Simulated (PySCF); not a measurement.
## `CN(C)C1=CC=CC12CCC2`, C10H15N

Geometry (Å), atoms numbered from 1 in this order:
```xyz
26

C     1.6921   -1.3062   -0.0053
N     1.4641    0.0895   -0.2845
C     2.6511    0.8930   -0.4058
C     0.3352    0.7345    0.1740
C     0.2227    2.0601    0.4837
C    -1.1809    2.3685    0.7315
C    -1.9293    1.2600    0.5754
C    -1.0444    0.0997    0.2181
C    -1.4756   -0.7110   -1.0428
C    -1.9389   -1.8780   -0.1497
C    -1.3432   -1.1698    1.0831
H     1.9850   -1.5008    1.0470
H     2.5022   -1.6746   -0.6519
H     0.8033   -1.9091   -0.2271
H     2.4369    1.7902   -1.0065
H     3.0479    1.2307    0.5739
H     3.4371    0.3160   -0.9133
H     1.0307    2.7890    0.5190
H    -1.5499    3.3562    1.0153
H    -3.0034    1.1557    0.7348
H    -2.2446   -0.2238   -1.6582
H    -0.6200   -0.9509   -1.6910
H    -1.5129   -2.8636   -0.3921
H    -3.0315   -1.9926   -0.1022
H    -2.0425   -0.9785    1.9089
H    -0.4535   -1.6506    1.5073
```

Method: TDDFT CAM-B3LYP/def2-SVP circular dichroism and optical rotation, one conformer, gas phase (PySCF). Geometry: PBE0-D3(BJ)/def2-SVP.

States above about 6.1 eV (minus the energy of the highest occupied orbital) lie near or above the ionisation threshold and depend on the basis. No stereocentre is labelled: unless the shape is locked (an allene, a helicene, a hindered biaryl), the mirror image is equally populated and a measured rotation or CD is zero.

Question: Give the optical rotatory dispersion at 633, 589.3, 546, 436, 405, 365, 355 nm.

Answer: [α] in deg dm⁻¹ (g/mL)⁻¹:
| λ (nm) | origin-invariant length gauge | modified velocity gauge | length gauge (centre of mass) | isotropic polarisability (au) |
| --- | --- | --- | --- | --- |
| 633 | -6.5 | -6.3 | -5.2 | 114.0 |
| 589.3 | -9.2 | -9.3 | -7.7 | 114.7 |
| 546 | -13.8 | -14.6 | -11.9 | 115.6 |
| 436 | -59.3 | -65.9 | -55.1 | 119.9 |
| 405 | -106.8 | -118.2 | -101.0 | 122.4 |
| 365 | -284.0 | -309.2 | -273.0 | 128.3 |
| 355 | -384.9 | -416.5 | -371.3 | 130.8 |

Question: And for the mirror image at 589.3 nm?

Answer: +9.2 deg dm⁻¹ (g/mL)⁻¹ (origin-invariant length gauge): the same size and the opposite sign.

Question: What is the molar rotation [Φ] = [α]·M/100 of the geometry above at 589.3 nm?

Answer: With M = 149.24 g/mol, -13.7 deg cm² dmol⁻¹ (origin-invariant length gauge).

The first excitation lies at 4.20 eV (295 nm) with R = -8.1 × 10⁻⁴⁰ esu² cm² (velocity form).
